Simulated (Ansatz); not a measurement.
AlBrGeH$_{4}$Si, 8 atoms. Total charge 0; spin multiplicity 1. Correlated methods include outer-core shells of Br, Ge, which these sets cover unevenly. Scalar relativity is left out up to krypton. The bonds changed during the relaxation, so this is another structure than the one it started from. All runs use 4 threads of a server CPU on a shared host. Correlated methods freeze the cores.

Task: Give the basis size and wall time and peak host memory of each of these runs in Ansatz. RKS PBE-QIDH (frozen core)/def2-TZVPP energy; RKS r2SCAN0-D4/def2-TZVPP energy; RKS ωB97M-V/def2-SVP energy; RKS PBE0-D4/def2-QZVPP energy; RKS PBE0-D4/def2-TZVP frequencies; RKS BLYP-D4/def2-TZVPP energy; RKS ωB97M-V/def2-QZVPP energy; RHF-MP2/def2-QZVPP energy; RHF-CCSD(T)/def2-TZVPP energy; RKS ωB97M-V/def2-TZVPP energy and forces; RKS PBE0-D4/def2-SVP energy; RKS PBE0-D4/def2-TZVP relaxation (8 steps). (Best estimate.)

Result: Ansatz gave: Other jobs shared the machine, so times are rough.

```csv
level,job,functions,wall time,peak host memory (GiB)
RKS PBE0-D4/def2-SVP,energy,120,1.2 s,0.32
RKS BLYP-D4/def2-TZVPP,energy,236,1.5 s,0.38
RKS ωB97M-V/def2-SVP,energy,120,3.6 s,0.47
RKS PBE-QIDH (frozen core)/def2-TZVPP,energy,236,4.2 s,0.71
RKS r2SCAN0-D4/def2-TZVPP,energy,236,4.6 s,0.98
RKS ωB97M-V/def2-TZVPP,energy and forces,236,9.5 s,1.1
RKS PBE0-D4/def2-QZVPP,energy,438,9.5 s,2.4
RHF-MP2/def2-QZVPP,energy,438,16 s,2.6
RKS ωB97M-V/def2-QZVPP,energy,438,18 s,2.7
RKS PBE0-D4/def2-TZVP,relaxation (8 steps),194,27 s,0.75
RHF-CCSD(T)/def2-TZVPP,energy,236,45 s,4.2
RKS PBE0-D4/def2-TZVP,frequencies,194,96 s,0.75
```
